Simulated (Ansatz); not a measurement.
This geometry of C₂H₉ClGeSi (14 atoms, charge 0, multiplicity 1) is a first-order saddle point.

These are results of RKS BHLYP/def2-SVP (Ansatz 0.2.0), not measurements.

```xyz
14
Properties=species:S:1:pos:R:3
C -1.377 2.029 -0.083
Si 0.075 0.935 0.356
C -0.158 -0.825 -0.302
Cl -0.408 -0.744 -2.096
Ge 1.319 -2.071 0.142
H -1.522 2.052 -1.166
H -1.212 3.053 0.267
H -2.298 1.658 0.377
H 0.224 0.827 1.831
H 1.336 1.473 -0.206
H -1.079 -1.246 0.107
H 0.755 -3.251 0.942
H 2.359 -1.344 1.001
H 1.972 -2.574 -1.142
```

(1) Which two structures does it join? (They come from a converged band through this point; their orientation in space is the band's.)

(2) How far does it lie above each of them?

Answers

(1) No bond is made or broken. The dihedral Cl4–C3–Ge5–H14 goes from -57 to 63°. The two ends are copies of one structure, up to a mirror image or an exchange of like atoms.

Initial state:

```xyz
14
Properties=species:S:1:pos:R:3
C -1.395 2.015 -0.071
Si 0.000 0.901 0.486
C -0.086 -0.784 -0.373
Cl -0.042 -0.521 -2.169
Ge 1.327 -2.076 0.094
H -1.373 2.138 -1.156
H -1.309 3.004 0.390
H -2.366 1.596 0.208
H -0.080 0.650 1.948
H 1.317 1.509 0.185
H -1.052 -1.251 -0.162
H 1.250 -2.375 1.596
H 2.690 -1.474 -0.245
H 1.107 -3.362 -0.703
```

Final state:

```xyz
14
Properties=species:S:1:pos:R:3
C -1.369 2.032 -0.101
Si 0.118 0.972 0.301
C -0.178 -0.834 -0.184
Cl -0.591 -0.898 -1.952
Ge 1.311 -2.084 0.142
H -1.611 1.959 -1.164
H -1.174 3.082 0.137
H -2.244 1.712 0.472
H 0.398 0.991 1.760
H 1.323 1.455 -0.414
H -1.057 -1.212 0.344
H 0.895 -3.483 -0.312
H 1.627 -2.101 1.643
H 2.539 -1.621 -0.641
```

(2) 0.076 eV above the first and 0.076 eV above the second. This is the barrier of this one path; another mechanism may lie lower.

Time of the run: 6 min on 2 threads of Arm Neoverse V1 (shared host), peak memory 0.42 GiB.
